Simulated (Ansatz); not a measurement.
A nudged elastic band was laid between two geometries of Cl2F2Ti + H2 (7 atoms, charge 0, multiplicity 1).

Theory: RKS PBE/def2-SVP (Ansatz).

```json
{"movable images": "7", "climbing image": "yes", "spring": "5.0 eV/Å²", "optimiser": "quadratic models (default)", "start path": "through a guess of the saddle point", "force threshold": "0.03 eV/Å", "iteration limit": "60", "end points": "relaxed"}
```

Image 0:

```xyz
7
Properties=species:S:1:pos:R:3
Ti -0.273 -0.319 -0.031
Cl -0.425 -0.434 2.149
F 1.388 -0.138 -0.502
Cl -1.445 1.359 -0.798
F -0.874 -1.795 -0.720
H 1.502 2.672 1.124
H 1.255 2.304 1.753
```

Image 8:

```xyz
7
Properties=species:S:1:pos:R:3
Ti -0.050 -0.565 -0.245
Cl 0.892 -0.599 1.726
F 0.827 -1.608 -1.322
Cl -0.061 1.469 -1.051
F -1.681 -1.146 -0.116
H 0.539 2.856 1.666
H 0.662 3.243 2.318
```

**Question.** What changes between the two ends?

**Answer.** No bond is made or broken.

**Question.** What energy profile does the band end with?

**Answer.** The run converged. The highest image is number 3 of 0 to 8, 0.003 eV above the first end and 0.006 eV above the last; the last end lies 0.003 eV below the first. The top lies less than 8 meV above the higher end, about what the thresholds resolve: the motion is nearly free. A vibrational analysis at the climbing image gives one clearly imaginary mode, 117i cm⁻¹, and a faint second one (12i cm⁻¹) that may be numerical noise or a soft torsion: probably a first-order saddle point.

| image | path coordinate (Å) | energy (eV) |
| --- | --- | --- |
| 0 | 0.00 | 0.000 |
| 1 | 0.54 | 0.000 |
| 2 | 1.07 | 0.002 |
| 3 | 1.61 | 0.003 |
| 4 | 2.13 | -0.001 |
| 5 | 2.66 | -0.003 |
| 6 | 3.19 | -0.003 |
| 7 | 3.71 | -0.003 |
| 8 | 4.24 | -0.003 |

**Question.** What is the geometry of the highest image?

**Answer.** 
```xyz
7
Properties=species:S:1:pos:R:3
Ti -0.127 -0.508 -0.153
Cl 0.043 -0.502 2.026
F 1.435 -0.797 -0.855
Cl -0.909 1.402 -0.874
F -1.196 -1.787 -0.642
H 0.832 3.112 1.421
H 1.049 2.730 2.051
```

The band took 20 iterations and about 6 core-minutes.

Time of the run: 2.9 min on 2 threads of Intel(R) Xeon(R) 6975P-C (Granite Rapids), on a shared host, peak memory 0.19 GiB.
